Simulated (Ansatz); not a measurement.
Reaction (cleavage of the B–Si bond): `B[SiH2]B(C)[SiH3]` + `BS` → `BSB` + `CB([SiH3])[SiH3]`

Calculated with Ansatz (gas phase, PBE0-D4/def2-TZVP geometries, no zero-point term in ΔE). CCSD(T)/CBS adds triple-zeta CCSD(T) − MP2 to the extrapolated MP2 energy (def2 sets, frozen cores). This one scheme is used for every species. DFT in def2-TZVPP. B3LYP here is the variant with VWN-RPA as its local correlation; programs differ in this. One conformer a species, not always the lowest.

Question: Is it downhill or uphill in electronic energy at CCSD(T)/CBS, and by how much? (An estimate is asked.)

Answer: Ansatz gave: Downhill: ΔE = -81.3 kJ/mol.

Question: What do these levels give: PBE0-D4, B3LYP-D4, ωB97X-V, ωB97M-V, PBE, r2SCAN, PBE0, SCS-MP2/def2-TZVPP, CCSD(T)/def2-TZVPP, MP2/def2-QZVPP, HF/CBS(def2), CCSD/CBS(def2)? (An estimate is asked.)

Answer: The calculation gave: PBE0-D4 -75.4, B3LYP-D4 -78.6, ωB97X-V -81.0, ωB97M-V -82.1, PBE -70.9, r2SCAN -75.6, PBE0 -76.9, SCS-MP2/def2-TZVPP -88.6, CCSD(T)/def2-TZVPP -80.3, MP2/def2-QZVPP -89.7, HF/CBS(def2) -93.0, CCSD/CBS(def2) -82.1 kJ/mol.

Largest T1 diagnostic among the species: 0.015.

From PBE to PBE0 (25 % exact exchange), in def2-TZVPP and without D4, ΔE moves by −6.0 kJ/mol. In def2-TZVPP, CCSD(T) changes the Hartree–Fock value by +12.4 kJ/mol (the triples alone add +0.8 kJ/mol) and MP2 by +3.7 kJ/mol.
